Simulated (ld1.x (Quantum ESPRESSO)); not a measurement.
Reading a pseudo-wave (tantalum (Ta))

Columns: radius, all-electron u(r) and pseudo u(r) of the 5d shell (level -3.62 eV) of tantalum in the configuration [Kr] 4d10 4f14 5s2 5p6 5d3 6s2 6p0; Wu–Cohen, scalar-relativistic, ultrasoft scheme, ld1.x (Quantum ESPRESSO) 7.5.

| r (bohr) | all-electron | pseudo |
| --- | --- | --- |
| 0.165 | 0.1365 | 0.0009 |
| 0.330 | -0.2601 | 0.0074 |
| 0.495 | -0.2356 | 0.0239 |
| 0.660 | 0.0184 | 0.0537 |
| 0.825 | 0.2774 | 0.0978 |
| 0.990 | 0.4724 | 0.1549 |
| 1.155 | 0.5985 | 0.2219 |
| 1.320 | 0.6689 | 0.2939 |
| 1.485 | 0.6990 | 0.3651 |
| 1.650 | 0.7017 | 0.4299 |
| 1.815 | 0.6867 | 0.4830 |
| 1.980 | 0.6609 | 0.5210 |
| 2.145 | 0.6289 | 0.5418 |
| 2.310 | 0.5939 | 0.5460 |
| 2.475 | 0.5577 | 0.5354 |
| 2.640 | 0.5215 | 0.5135 |
| 2.805 | 0.4862 | 0.4844 |
| 2.970 | 0.4521 | 0.4520 |
| 3.135 | 0.4195 | 0.4195 |
| 3.300 | 0.3885 | 0.3885 |
| 3.465 | 0.3592 | 0.3592 |
| 3.630 | 0.3316 | 0.3316 |
| 3.795 | 0.3056 | 0.3056 |
| 3.960 | 0.2812 | 0.2812 |
| 4.125 | 0.2584 | 0.2584 |
| 4.290 | 0.2371 | 0.2371 |

(1) How many radial nodes do the two functions have?

(2) At about which radius was the pseudo-wave matched?

(3) Is the pseudo-wave norm-conserving?

Answers

(1) The all-electron 5d function has n − l − 1 = 2; the pseudo-wave has 0, since the states of the same l below it are removed with the core.

(2) 3.30 bohr. The columns agree to 0.0005 from 2.97 bohr on; several derivatives are matched, so the curves merge somewhat inside the radius.

(3) No, it belongs to an ultrasoft set: the norm inside the radius is not constrained, and the difference is carried by the augmentation charge.
